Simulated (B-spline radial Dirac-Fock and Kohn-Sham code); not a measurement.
**Two-hole binding energies of Cr⁺**

System: Cr⁺, 1s2 2s2 2p6 3s2 3p6 3d5.

Input file task.json (cfg lists n, l and occupation; rrms is the nuclear radius in fm):

```json
{"items": [{
  "Z": 24,
  "q": 1,
  "cfg": [[1, 0, 2], [2, 0, 2], [2, 1, 6], [3, 0, 2], [3, 1, 6], [3, 2, 5]],
  "A": 52,
  "rrms": 3.6452,
  "do": ["binding", "quiet", "double"]
}]}
```

Run with: `python xray_run.py task.json out`

These are calculated numbers from a B-spline atomic structure program; the model is Dirac-Fock ΔSCF + Breit + QED. U is the two-hole binding energy less the two single-hole energies, the effective repulsion of the holes after relaxation. Each two-hole energy is an average over J within one jj subconfiguration.

```csv
holes,E(a) (eV),E(b) (eV),E(ab) (eV),U (eV)
1s⁻²,6003.8,6003.8,12340.1,332.6
1s⁻¹ 2p1/2⁻¹,6003.8,598.2,6684.8,82.8
1s⁻¹ 2p3/2⁻¹,6003.8,589.8,6674.8,81.2
1s⁻¹ 3p1/2⁻¹,6003.8,60.88,6087.0,22.4
2s⁻¹ 2p1/2⁻¹,712.5,598.2,1356.3,45.6
2p1/2⁻²,598.2,598.2,1256.9,60.5
2p1/2⁻¹ 2p3/2⁻¹,598.2,589.8,1243.5,55.5
2p3/2⁻²,589.8,589.8,1236.2,56.6
2s⁻¹ 3p1/2⁻¹,712.5,60.88,793.4,20.1
2s⁻¹ 3p3/2⁻¹,712.5,59.90,792.3,20.0
2p1/2⁻¹ 3s⁻¹,598.2,94.37,713.4,20.8
2p1/2⁻¹ 3p3/2⁻¹,598.2,59.90,678.6,20.4
2p3/2⁻¹ 3p1/2⁻¹,589.8,60.88,?,?
3p3/2⁻²,59.90,59.90,137.3,17.5
```

**Question.** Give the missing two-hole energy and U.

**Answer.** E(ab) = 671.2 eV and U = 20.6 eV.
